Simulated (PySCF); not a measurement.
CdS, SMILES [S]=[Cd]. Coordinates come from a r2SCAN-D4/def2-TZVPD optimisation. The def2 effective core potentials stand for the cores of Cd; spin–orbit coupling is left out.

Computed equilibrium geometry at r2SCAN-D4/def2-TZVPD (PySCF confirms it by a frequency run) as a Z-matrix, and its point group:
point group C∞v.
```
Cd
S 1 2.2299
```
Charge 0, spin multiplicity 1.
